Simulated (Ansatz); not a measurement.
`OB(Cl)C[SiH3]` → `[CH2]` (triplet) + `OB([SiH3])Cl` at 298.15 K and 1 bar (formal loss of a carbene).

Calculated with Ansatz (gas phase, PBE0-D4/def2-TZVP geometries, no zero-point term in ΔE). CBS: MP2 limit from def2 TZ/QZ plus the TZ coupled-cluster correction, frozen cores. This one scheme is used for every species. Triplets are unrestricted, without spin–orbit coupling. Each species was taken in one conformer, which may not be the lowest.

```csv
species,CCSD(T)/CBS energy (Eh),H − E (kJ/mol),S (J/(mol·K))
`OB(Cl)C[SiH3]`,-890.60302,212.9,357.3
`[CH2]` (triplet),-39.09499,55.4,195.3
`OB([SiH3])Cl`,-851.31256,136.3,329.3
```

H − E and S are ideal-gas, rigid-rotor, harmonic terms from PBE0-D4/def2-TZVP, for one conformer and one mirror image of each species, with the whole ground term of open shells counted as degenerate. 1 Eh = 2625.50 kJ/mol, R = 8.31446 J/(mol·K).

Question: By hand: ΔE, ΔH, ΔS and ΔG.

Answer: ΔE = (-39.09499) + (-851.31256) − (-890.60302) = 0.19547 Eh = 513.2 kJ/mol. Δ(H − E) = 55.4 + 136.3 − 212.9 = -21.2, so ΔH = 492.0 kJ/mol. ΔS = 195.3 + 329.3 − 357.3 = 167.3 J/(mol·K). ΔG = 492.0 − 298.15 × (167.3)/1000 = 442.1 kJ/mol.

Question: By hand: the equilibrium constant, and the temperature at which ΔG would vanish if ΔH and ΔS stayed fixed.

Answer: log₁₀ K = −ΔG/(RT ln 10) = -77.5. ΔG = 0 at ΔH/ΔS = 2941 K, far beyond where these terms or the molecules hold.

The number of gas molecules changes by +1, which sets the sign of ΔS. A doubt of 5 kJ/mol in ΔE shifts log₁₀ K by 0.9 here. Other conformers and mirror images would add mixing entropy, several J/(mol·K) or more a flexible species. Modes under 60 cm⁻¹, often nearly free rotors, make the harmonic entropy too high. A triplet takes part, so the spin changes. These are equilibria of isolated gas molecules and say nothing of rates. Largest T1 diagnostic: 0.013 (customary marks: 0.02 for closed shells, 0.045 for open ones).
